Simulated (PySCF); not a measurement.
## Orbital energies and ionisation energy

Compound: ClH5OSi2.
Cartesian coordinates in Å at the PBE0-D3(BJ)/def2-SVP level; atoms count from 1:
```
atom  x, y, z in Å
Si1   -1.5641    0.2245    0.0178
O2    -0.1126   -0.5903    0.1107
Si3    1.5193   -0.4406   -0.0004
Cl4    2.0202    1.5655   -0.0952
H5    -1.8121    0.6737   -1.3835
H6    -2.6346   -0.7201    0.4392
H7    -1.5496    1.4098    0.9231
H8     2.1542   -1.0186    1.2098
H9     2.0060   -1.0899   -1.2439
```

Level: CAM-B3LYP/def2-SVPD (PySCF). Frontier orbitals with their largest atomic shares (Löwdin; up to four atoms above 4 %):

| orbital | ε (eV) | main atoms |
| --- | --- | --- |
| HOMO−3 | -10.98 | Cl4 62 %, Si1 12 %, Si3 7 %, H6 7 % |
| HOMO−2 | -10.78 | Cl4 43 %, O2 15 %, Si1 15 %, H5 11 % |
| HOMO−1 | -10.65 | O2 29 %, Cl4 28 %, Si1 17 %, H6 14 % |
| HOMO | -10.15 | ? |
| LUMO | 0.71 | Si1 25 %, Si3 23 %, O2 13 %, H5 8 % |
| LUMO+1 | 1.03 | Cl4 26 %, Si3 22 %, Si1 20 %, O2 7 % |
| LUMO+2 | 1.24 | Si3 28 %, Cl4 15 %, Si1 14 %, H8 12 % |

What vertical ionisation energy does ΔSCF give, and how far is −ε(HOMO) from it?

ΔSCF: 11.03 eV (1064 kJ/mol; threshold wavelength 112 nm); ⟨S²⟩ of the doublet left behind is 0.760, against 0.75 for a pure doublet. −ε(HOMO) is 10.15 eV, 0.88 eV below it. For the exact functional −ε(HOMO) would equal the first vertical ionisation energy; CAM-B3LYP (range-separated hybrid) falls short of its own ΔSCF value by 8 %.

On which atoms does the HOMO lie?

Cl4 (silicon-bound chlorine) 24 %, O2 (siloxane oxygen) 19 %, Si3 (chlorine-bound silicon) 16 %, H9 (Si–H hydrogen) 11 %, so no atom holds as much as 40 %. The HOMO−1 lies 0.50 eV lower.

What total energies stand behind the ΔSCF value?

E(N) = -1117.16392 Eh and E(N − 1) = -1116.75874 Eh at the same geometry, 0.40518 Eh apart.

How many of the 10 lowest singlet excitations (vertical TDDFT, same level) lie below the ionisation energy?

All 10; they run from 7.46 to 8.86 eV.

With α = 68.5 au, estimate the like-pair dispersion coefficient by London's formula C6 = (3/4)α²I.

I = 0.4052 Eh, so C6 ≈ 1420 au, a rough estimate.

What kinetic energy would electrons from this vertical process carry with He II light (40.814 eV)?

40.81 − 11.03 = 29.78 eV.

One conformer (not necessarily the lowest) at the PBE0-D3(BJ)/def2-SVP geometry, without solvent, vibrations or thermal averaging.
